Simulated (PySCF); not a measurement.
A run for PySCF: R-B3LYP/6-31G* on NH3 (SMILES N) with ghost functions, monomers drawn apart or pushed together.

```python
from pyscf import gto, scf, dft, mp
from pyscf.data.elements import chemcore

mol = gto.M(
    atom='''
    N     0.06952920    0.16398241   -0.00728442
    H    -0.74419316    0.64333838    0.35970385
    H     0.03778779   -0.79277051    0.32469213
    H     0.89048827    0.60125531    0.39447269
    ghost-Si   -0.02411628    0.01085635    4.18335596
    ghost-H    1.21107869    0.69854199    3.74569826
    ghost-H   -0.05750710   -0.04327162    5.66269919
    ghost-H   -0.04394029   -1.36626045    3.64174519
    ghost-H   -1.20638792    0.75378461    3.69296267
    ''',
    basis='6-31g*',
    cart=True,
    charge=0, spin=0, verbose=3, max_memory=1800)
mf = dft.RKS(mol, xc='b3lyp')
mf.conv_tol = 1e-8
mf.max_cycle = 100
mf.kernel()
if not mf.converged:
    mf = mf.newton().run(mf.mo_coeff, mf.mo_occ)
```

Program output:

```
converged SCF energy = -56.5500746811849
```

The run converged.

Cost: roughly 2.7 core-seconds.
